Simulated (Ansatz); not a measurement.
A nudged elastic band was laid between two geometries of CH6BClOSi (11 atoms, charge 0, multiplicity 1).

These are results of Ansatz 0.2.0, RKS PBE0-D4/6-31G, not measurements.

```json
{"movable images": "5", "climbing image": "yes", "spring": "5.0 eV/Å²", "optimiser": "quadratic models (default)", "start path": "IDPP", "force threshold": "0.5 eV/Å", "iteration limit": "60", "end points": "relaxed"}
```

Image 0:

```xyz
11
Properties=species:S:1:pos:R:3
B -0.644 1.547 0.060
C -0.389 0.023 0.336
O -1.300 -0.649 1.047
Si 1.238 -0.877 -0.213
Cl -1.221 0.624 -1.733
H -1.611 2.035 0.559
H 0.316 2.212 -0.194
H -1.204 -1.623 1.054
H 2.101 -0.925 1.018
H 1.905 -0.137 -1.319
H 0.874 -2.287 -0.594
```

Image 6:

```xyz
11
Properties=species:S:1:pos:R:3
B -0.589 1.291 0.896
C -0.503 -0.053 0.088
O -1.647 -0.649 -0.264
Si 1.183 -0.922 -0.307
Cl -0.201 1.923 -1.066
H -1.675 1.672 1.206
H 0.371 1.585 1.546
H -1.566 -1.382 -0.908
H 2.310 0.047 -0.217
H 1.066 -1.552 -1.668
H 1.315 -2.018 0.715
```

Problem. Which bonds break or form, and what moves?

Solution. No bond is made or broken. The dihedral O3–C2–Si4–H10 goes from 162 to 39°. The two ends are copies of one structure, up to a mirror image or an exchange of like atoms.

Problem. What energy profile does the band end with?

Solution. The run converged. The highest image is number 3 of 0 to 6, 0.085 eV above the ends, which have the same energy within 2 meV. The threshold of 0.5 eV/Å is loose, so the images may lie well off the minimum-energy path. The order of the stationary point at the top wasn't checked. Limits of this set-up: no polarisation functions.

| image | path coordinate (Å) | energy (eV) | dihedral O3–C2–Si4–H10 (°) |
| --- | --- | --- | --- |
| 0 | 0.00 | 0.000 | 162 |
| 1 | 0.74 | 0.021 | 143 |
| 2 | 1.47 | 0.062 | 122 |
| 3 | 2.21 | 0.085 | 100 |
| 4 | 2.95 | 0.065 | 79 |
| 5 | 3.69 | 0.022 | 59 |
| 6 | 4.43 | 0.000 | 39 |

Problem. What is the geometry of the highest image?

Solution. 
```xyz
11
Properties=species:S:1:pos:R:3
B -0.576 1.449 0.622
C -0.465 -0.055 0.176
O -1.580 -0.791 0.208
Si 1.216 -0.908 -0.269
Cl -0.604 1.557 -1.468
H -1.635 1.825 1.022
H 0.437 1.973 0.979
H -1.512 -1.692 -0.170
H 2.250 -0.370 0.676
H 1.589 -0.660 -1.700
H 0.947 -2.385 -0.055
```

The run took 59 s on 1 thread of Arm Neoverse V2, on a shared host, peak memory 0.15 GiB.
